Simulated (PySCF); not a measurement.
F₂Re, SMILES [F][Re][F] (connectivity only; charge and spin as stated), neutral, multiplicity 6. Coordinates come from a B3LYP-D3(BJ)/def2-TZVP optimisation. The spin state was assumed, not searched. The def2 effective core potentials stand for the cores of Re; spin–orbit coupling is left out.

Level of theory: B3LYP-D3(BJ)/def2-TZVP in PySCF.

Harmonic wavenumbers (cm⁻¹): 119, 119, 614, 626. Rotational constants (GHz): 3.572 (linear); symmetry number 2.

Work out the zero-point energy and the ideal-gas rigid-rotor harmonic-oscillator thermochemistry at 298.15 K and 1 atm.

ZPE = ½ Σ hcν = ½ × 1478 cm⁻¹ = 2.11 kcal/mol. H − E(el) = 5.25 kcal/mol. Entropy in cal/(mol K): translation 42.12, rotation 15.44, vibration 7.07, spin 3.56, total 68.19. G − E(el) = -15.08 kcal/mol. Cp = 12.80 cal/(mol K). Modes under 150 cm⁻¹ make the vibrational entropy uncertain.
